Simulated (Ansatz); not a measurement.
A run on CH₂FNSe, SMILES `NC(F)=[Se]` with other settings.

```yaml
crystal:
  periodic: [false, false, false]
  atoms:
    - {symbol: N, position_ang: [-0.604023, 0.373812, 0.214876]}
    - {symbol: C, position_ang: [0.479017, -0.313404, -0.130553]}
    - {symbol: F, position_ang: [1.057778, -0.822432, 0.953223]}
    - {symbol: Se, position_ang: [1.134125, -0.570355, -1.760159]}
    - {symbol: H, position_ang: [-0.878855, 0.450582, 1.180397]}
    - {symbol: H, position_ang: [-1.146043, 0.817697, -0.503883]}
basis:
  gaussian: {orbitals: "6-31G*", fitting: {mean_field: def2-universal-jkfit}}
magnetization: {spin_polarized: true, initial_magnetization: 2}
hamiltonian: {xc: {name: LC-wPBE}}
output: {forces: true}
```

```sh
$ ansatz run in.yaml --threads 2 --pin off --events-out ev --progress --plain --max-ram 4352MiB
```

Output, abridged:

```
Functional definition: LC-wPBE
  name "LC-wPBE"
  cite "Vydrov & Scuseria, J. Chem. Phys. 125, 234109 (2006) doi:10.1063/1.2409292"
  cite "Heyd & Scuseria, J. Chem. Phys. 120, 7274 (2004) doi:10.1063/1.1668634"
  cite "Ernzerhof & Perdew, J. Chem. Phys. 109, 3313 (1998) doi:10.1063/1.476928"
  cite "Perdew, Burke & Ernzerhof, Phys. Rev. Lett. 77, 3865 (1996) doi:10.1103/PhysRevLett.77.3865"
  parent pbe
  parameter omega = 0.4/bohr
  exchange = pbe_x_sr(omega) + exact_x_lr(omega)
  correlation = pbe_c
531 factors; integrals over basis functions are off by at most 5.2e-2 eV
531 factors; integrals over basis functions are off by at most 7.1e-7 eV
mean field evaluation 1: about -70599.7161 eV, gradient 2.6e1 eV
mean field evaluation 2: about -70600.7848 eV, gradient 2.1e1 eV
mean field evaluation 4: about -70602.2809 eV, gradient 9.2e-1 eV
mean field evaluation 8: about -70602.2888 eV, gradient 6.0e-2 eV
mean field evaluation 16: about -70602.2888 eV, gradient 6.4e-4 eV
mean field evaluation 32: about -70602.3520 eV, gradient 1.0e-5 eV
mean field -70602.35204831 eV, -2594.5885817822 hartree, gradient 9.0e-8 eV, S^2 2.007148; 2 other end points of the search recorded, 0 dependent functions left out
the calculation of the forces begins
reference -70602.35204831 eV, -2594.5885817824 hartree; 30, 28 occupied and 54, 56 virtual orbitals, 531 factors
Total energy: -70602.35204831 eV, -2594.5885817824 hartree
Atom 0 at    -0.604023     0.373812     0.214876 Å, force    -2.431451     1.642684    -0.126615 eV/Å
Atom 1 at     0.479017    -0.313404    -0.130553 Å, force     0.561687    -0.578770     1.815511 eV/Å
Atom 2 at     1.057778    -0.822432     0.953223 Å, force     1.068857    -0.831292     1.026555 eV/Å
Atom 3 at     1.134125    -0.570355    -1.760159 Å, force     1.007972    -0.364304    -2.785095 eV/Å
Atom 4 at    -0.878855     0.450582     1.180397 Å, force     0.012815    -0.000237    -0.070158 eV/Å
Atom 5 at    -1.146043     0.817697    -0.503883 Å, force    -0.219879     0.131919     0.139803 eV/Å
Dipole moment:    -0.470303     0.304673     0.096642 e Å
```

Run time 9 s (2 threads of an Arm Neoverse V1 on a shared host); peak host memory 0.22 GiB.
